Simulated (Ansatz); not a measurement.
Reaction (cleavage of the Si–Al bond): `C[SiH2][Al]([F])[SiH3]` + H₂Se → `[SiH3][SeH]` + `C[SiH2][AlH][F]`

Program: Ansatz. Geometries: PBE0-D4/def2-TZVP. ΔE: electronic, gas phase. CCSD(T)/CBS adds triple-zeta CCSD(T) − MP2 to the extrapolated MP2 energy (def2 sets, frozen cores). DFT in def2-TZVPP. B3LYP here is the variant with VWN-RPA as its local correlation; programs differ in this. For Se outer-core shells are correlated without core-valence functions, which leaves a few kJ/mol of doubt a bond. Scalar relativity is left out up to krypton. One conformer a species, not always the lowest.

```
             level  ΔE (kJ/mol)  difference from CCSD(T)/CBS
         r2SCAN-D4        -47.6                          4.9
           PBE0-D4        -43.1                          9.4
          B3LYP-D4        -48.1                          4.4
           ωB97X-V        -49.8                          2.7
           ωB97M-V        -54.8                         -2.3
            B2PLYP        -52.6                         -0.1
            r2SCAN        -48.3                          4.2
              PBE0        -44.1                          8.4
             B3LYP        -48.8                          3.7
     HF/def2-TZVPP        -62.3                         -9.8
    MP2/def2-TZVPP        -59.2                         -6.7
SCS-MP2/def2-TZVPP        -58.4                         -5.9
   CCSD/def2-TZVPP        -48.9                          3.6
      HF/CBS(def2)        -62.9                        -10.4
     MP2/CBS(def2)        -64.2                        -11.7
    CCSD/CBS(def2)        -53.9                         -1.4
       CCSD(T)/CBS        -52.5                            0
```

Largest T1 diagnostic among the species: 0.013.

From PBE to PBE0 (25 % exact exchange), in def2-TZVPP and without D4, ΔE moves by −5.4 kJ/mol. In def2-TZVPP, CCSD(T) changes the Hartree–Fock value by +14.7 kJ/mol (the triples alone add +1.4 kJ/mol) and MP2 by +3.1 kJ/mol.
